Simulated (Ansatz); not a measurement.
Reaction (ligand exchange at a B–C bond): `C=C(C)B(C)F` + silanol → `CB(F)O[SiH3]` + propene

Computed with Ansatz on PBE0-D4/def2-TZVP structures; ΔE is electronic, products minus reactants. CBS: MP2 limit from def2 TZ/QZ plus the TZ coupled-cluster correction, frozen cores. DFT in def2-TZVPP. One conformer a species, not always the lowest.

```tsv
species	B2PLYP energy (Eh)
`C=C(C)B(C)F`	-281.87331
`O[SiH3]`	-367.02731
`CB(F)O[SiH3]`	-531.11667
`C=CC`	-117.83486
```

Q: Work out ΔE.

A: ΔE = (-531.11667) + (-117.83486) − (-281.87331) − (-367.02731) = -0.05091 Eh = -31.9 kcal/mol. CCSD(T)/CBS gives -30.7 kcal/mol.

Largest T1 diagnostic among the species: 0.012.

In def2-TZVPP, CCSD(T) changes the Hartree–Fock value by +4.6 kcal/mol (the triples alone add +0.7 kcal/mol) and MP2 by +5.2 kcal/mol. At CCSD(T), def2-SVP lies −4.0 kcal/mol from the extrapolated value and def2-TZVPP −0.3 kcal/mol.
